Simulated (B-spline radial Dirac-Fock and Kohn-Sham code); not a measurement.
## What relativity does to the binding energies of Br⁴⁺

System: bromine as Br⁴⁺, [Ar] 3d10 4s2 4p1.

Both columns are ΔSCF binding energies of the configuration average from a radial B-spline solver: non-relativistic Hartree-Fock with a point nucleus, and Dirac-Fock with a finite nucleus and the Coulomb interaction alone, averaged over the two j levels with weights 2j+1.

```csv
shell,Hartree-Fock (eV),Dirac-Fock (eV),shift (eV),shift (%)
1s,13342.5,13571.7,+229.14,+1.72
2s,1805.8,1857.9,+52.04,+2.88
2p,1622.7,1635.2,+12.52,+0.77
3s,317.1,326.1,+8.93,+2.82
3p,251.7,253.8,+2.09,+0.83
3d,135.7,134.2,-1.58,-1.17
4s,70.95,72.10,+1.15,+1.62
4p,58.17,58.34,+0.18,+0.30
```

Relativity binds 1s, 2s, 2p, 3s, 3p, 4s, 4p more strongly, among those listed most of all 2s in relative terms, and 3d more weakly, because the contracted s and p shells screen the nucleus better.

Values without a named source are computed, but for edge energies of neutral atoms, which are taken from tables.
